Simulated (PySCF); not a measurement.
## Structure elucidation problem

The spectra below were simulated for a compound C₆H₅FSi.

1H NMR (400 MHz, computed): δ 7.06 (m, 1H), 6.40 (m, 1H), 5.53 (m, 1H), 4.87 (m, 1H), 1.97 (d, 1H).

13C{1H} NMR (computed): δ 187.8 (C), 155.3 (CH), 130.6 (CH), 122.1 (CH), 105.5 (CH), 82.1 (C).

[PySCF 2.14.0 with density-fitted response routines: GIAO PBE0/pcSseg-1 shieldings; GFN2-xTB geometry; no relativistic terms; single conformer; no solvent]

Referencing at the same level of theory: TMS for 1H (σref 31.72), 13C (σref 186.93).

Choose the structure that fits.
A. C#C[C@@H]1[C@@H](F)[Si@H]1C#C
B. C#CC1=CC(F)=C[SiH2]1
C. C#C[Si@@H]1C=CC=C1F
D. C#C[C@@H]1[C@H](F)[Si@@H]1C#C
E. C#CC1=CC=C[Si@H]1F

Answers

C. 

- The formula gives 5 degrees of unsaturation (1 ring in the answer).
- 6 carbon signals for 6 carbons: no two carbons are equivalent.
- Carbon types of the structure: 2 × C, 4 × CH, leaving 1 H on heteroatoms.
- δC 187.8: fully substituted alkene carbon.
- δC 155.3, 130.6, 122.1: alkene CH; an sp2 carbon of a C=C bond.
- δC 105.5: terminal alkyne carbon.
- δC 82.1: alkyne carbon; the triple bond shields along its axis, which puts it between sp3 and sp2 carbons.
- δH 1.97: hydrogen on a terminal alkyne carbon; it lies on the axis of the triple bond, in its shielding cone.

The others: C#C[C@@H]1[C@H](F)[Si@@H]1C#C has carbons computed at 106.9, 81.1, 79.2, 79.1, 77.1, 11.3; C#CC1=CC=C[Si@H]1F has carbons computed at 162.2, 158.1, 129.9, 128.9, 100.2, 87.1; C#C[C@@H]1[C@@H](F)[Si@H]1C#C has carbons computed at 105.4, 86.2, 86.2, 80.9, 73.1, 13.8; C#CC1=CC(F)=C[SiH2]1 would give 4 signals for carbon-bound and other non-exchanging H, not 5.

Splittings by 19F in the carbon and heteronuclear signals aren't shown, as no couplings were computed. Shifts are as computed. Against solution values, carbons near 30 ppm lie about +3 ppm off and those near 130 ppm about +5 ppm. Of 1211 compounds with measured shifts, 218 miss one by over three times the rms of a fit or turn the order of signals round; such compounds aren't used in these exercises. No couplings were computed; multiplicities are counted from neighbouring protons, with m where these are inequivalent, close in shift, in a saturated or five-membered ring or joined by F or P, and br s for small geminal =CH2 splittings.
